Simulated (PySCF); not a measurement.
Compound: CH₅NOSi.
Bonds: N1–C2, C2–O3 (double), C2–Si4. Hydrogens: H5, H6 on N1; H7, H8, H9 on Si4.

Method: PBE0-D3(BJ)/def2-SVP geometry optimisation, gas phase in PySCF.

Entries marked ? are missing. Bonds in one row agree within 0.01 Å.

```json
{"coordinate": "N1–C2", "value": "?"}
{"coordinate": "C2=O3", "value": "?"}
{"coordinate": "C2–Si4", "value": "1.931 Å"}
{"coordinate": "N1–H5, N1–H6", "value": "1.012 Å"}
{"coordinate": "Si4–H7", "value": "1.499 Å"}
{"coordinate": "Si4–H8, Si4–H9", "value": "1.490 Å"}
{"coordinate": "C2–N1–H5", "value": "?"}
{"coordinate": "C2–N1–H6", "value": "?"}
{"coordinate": "H5–N1–H6", "value": "119.2°"}
{"coordinate": "N1–C2–O3", "value": "123.2°"}
{"coordinate": "N1–C2–Si4", "value": "?"}
{"coordinate": "O3–C2–Si4", "value": "118.0°"}
{"coordinate": "C2–Si4–H7", "value": "?"}
{"coordinate": "C2–Si4–H8", "value": "?"}
{"coordinate": "H7–Si4–H8", "value": "109.4°"}
```

Q: Estimate the withheld lengths and angles.

A: 
- N1–C2 = 1.356 Å, drawn single (nitrogen bound to a carbonyl carbon to carbonyl carbon); 0.08 Å below the sum of covalent radii, 1.44 Å.
- C2=O3 = 1.216 Å, drawn double (carbonyl carbon to carbonyl oxygen); 0.17 Å below the sum of covalent radii, 1.39 Å.
- C2–N1–H5 = 122.1°, at the nitrogen bound to a carbonyl carbon; the outer atoms are 2.077 Å apart.
- C2–N1–H6 = 118.7°, at the nitrogen bound to a carbonyl carbon; the outer atoms are 2.047 Å apart.
- N1–C2–Si4 = 118.8°, at the carbonyl carbon; the outer atoms are 2.845 Å apart.
- C2–Si4–H7 = 112.5°, at the SiH3 silicon; the outer atoms are 2.862 Å apart.
- C2–Si4–H8 = 107.6°, at the SiH3 silicon; the outer atoms are 2.772 Å apart.

Radii are Cordero's, carbon taken as 0.76, 0.73 or 0.69 Å for four, three, and two or fewer neighbours.

PBE0-D3(BJ)/def2-SVP frequencies: not computed here.

On an Arm Neoverse V1 with one thread, shared host, this took 35 s and 0.34 GiB of memory at its peak. That covers the optimisation of the geometry.

Shape of the structure used: `[NH2:1][C:2](=[O:3])[SiH3:4]`: H–N1–C2–O3 180°, H–N1–C2–O3 0°.
